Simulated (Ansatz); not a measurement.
System: H$_{2}$Se$_{2}$, net charge 1, doublet state. 
Geometry from a B3LYP-D3(BJ)/def2-TZVP (Ansatz, a quantum-chemistry and plane-wave program) optimisation:
```xyz
4

Se    -0.9075    -0.0038     0.7032
Se     0.9075     0.0038    -0.7032
H     -1.8503    -0.0314    -0.4390
H      1.8503     0.0314     0.4390
```
Charge +1, spin multiplicity 2.

Parts of the frozen-core correlation energy in aug-cc-pVDZ (Ansatz, hartree). Frozen orbitals: 28; correlated occupied orbitals by spin: 7 and 6; virtual: 55 and 56. Open shells are spin-unrestricted. Spin-orbit coupling is left out. Non-relativistic.

| term | value |
|---|---|
| reference (HF) | -4800.50463 |
| MP2 opposite-spin | -0.18024 |
| MP2 same-spin | -0.05644 |
| CCSD correlation | -0.26877 |
| (T) | -0.01056 |
| T1 diagnostic | 0.015 |
| largest doubles amplitude | 0.068 |
| <S^2> of the reference | 0.774 |
